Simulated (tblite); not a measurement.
Species: C6H6Si.
InChI=1S/C6H6Si/c1-2-6-4-3-5-7-6/h1,3-5H,7H2

Calculated harmonic vibrations of the isolated species, GFN2-xTB (tblite), most abundant isotopes, no scaling. Against measured fundamentals such values can be off by several per cent, at times by over 20. Modes of hydrogen on silicon can be 10 to 20 % off.

**Question.** How many normal modes are there?

**Answer.** 13 atoms, non-linear: 3N − 6 = 33.

**Question.** What is the point group of the computed structure, and how do the modes divide by symmetry?

**Answer.** Cs. The vibrations span 22 a′ + 11 a″.

**Question.** How many distinct wavenumbers does the calculation give?

**Answer.** 33: Cs has no degenerate species.

**Question.** How many fundamentals are allowed in the infrared by symmetry?

**Answer.** 33 of 33: in Cs every mode is allowed. All fundamentals are allowed in the Raman spectrum.

**Question.** Zero-point energy?

**Answer.** Half the sum of the wavenumbers, 19334 cm⁻¹, or 2.397 eV from 33 modes; those above 1550 cm⁻¹ give 1.299 eV of it.

**Question.** How far is the lowest real mode excited at 298.15 K, as a harmonic oscillator?

**Answer.** θ = hcν̃/k = 182 K for 126.7 cm⁻¹, so N1/N0 = 0.54 and ⟨v⟩ = 1/(exp(θ/T) − 1) = 1.2.
